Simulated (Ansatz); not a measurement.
Reaction (cleavage of the Sn–Ge bond): `[F][Sn]([F])([F])[GeH3]` + HCl → `[F][Sn]([F])([F])[Cl]` + GeH₄

Computed with Ansatz on PBE0-D4/def2-TZVP structures; ΔE is electronic, products minus reactants. CCSD(T)/CBS is the MP2 limit (def2-TZVPP, def2-QZVPP) plus CCSD(T) − MP2 in def2-TZVPP, frozen cores. This one scheme is used for every species. Elements past krypton have def2 core potentials. For Ge, Sn outer-core shells are correlated without core-valence functions, which leaves a few kJ/mol of doubt a bond. Scalar relativity is left out up to krypton.

```
                  species  CCSD(T)/CBS(def2) energy (Eh)
`[F][Sn]([F])([F])[GeH3]`                    -2591.43115
                      HCl                     -460.38127
  `[F][Sn]([F])([F])[Cl]`                     -973.31691
                     GeH₄                    -2078.49493
```

(1) Work out ΔE.

(2) What do rigid-rotor, harmonic-oscillator terms from PBE0-D4/def2-TZVP frequencies (298.15 K, 1 bar) make of the CCSD(T)/CBS value? (Estimate.)

Largest T1 diagnostic among the species: 0.014.

Answers

(1) ΔE = (-973.31691) + (-2078.49493) − (-2591.43115) − (-460.38127) = 0.00058 Eh = +0.4 kcal/mol.

(2) Ansatz gave: ΔZPE = +0.4 kcal/mol, ΔH = 0.0 kcal/mol, ΔS = -20 J/(mol·K), ΔG = +1.5 kcal/mol. Modes under 50 cm⁻¹ make the entropy rough.

Leaving LDA and LC-ωPBE aside and taking each functional with its dispersion term where it has one, the values, not all of them listed here, spread over 6.6 kcal/mol, from B97M-V to PBE-D4. LDA lies +1.4 kcal/mol from PBE without D4. At CCSD(T), def2-SVP lies −1.7 kcal/mol from the extrapolated value and def2-TZVPP −0.5 kcal/mol. From BLYP to BHLYP (50 % exact exchange), in def2-TZVPP and without D4, ΔE moves by −2.4 kcal/mol.
